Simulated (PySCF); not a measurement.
**Trend along the halogens: MIn molecules**

CCSD(T) with triple-zeta basis sets in PySCF, for the lowest determinant that a PBE0 search found; no spin–orbit coupling. De refers to high-spin ground-configuration atoms.

| M | basis | reference, frozen orbitals | state (unpaired electrons) | Re (Å) | ωe (cm⁻¹) | De (eV) |
| --- | --- | --- | --- | --- | --- | --- |
| F | x2c-TZVPPall | RHF, 19 | singlet (closed shell) | 1.991 | 541 | 5.37 |
| Cl | def2-TZVPP | RHF, 9 | singlet (closed shell) | 2.408 | 323 | 4.47 |
| Br | x2c-TZVPPall | RHF, 27 | singlet (closed shell) | 2.556 | 224 | 4.08 |
| I | x2c-TZVPPall | RHF, 36 | singlet (closed shell) | 2.764 | 179 | 3.57 |

The shortest bond is that of InF (1.991 Å), the longest that of InI (2.764 Å). InF is bound most strongly (5.37 eV) and InI least (3.57 eV).

The rows differ in basis set, which adds steps of its own.

Down a group the atoms grow and get heavier, so bonds lengthen and wavenumbers fall; this series shows no clear exception.

Correlated steps freeze the inner cores (9 to 36 orbitals); shallow outer-core shells are correlated. Spin–orbit coupling is left out, which matters for elements this heavy, above all for dissociation energies. Where the molecule has an RHF reference, its open-shell atoms are computed with UHF.
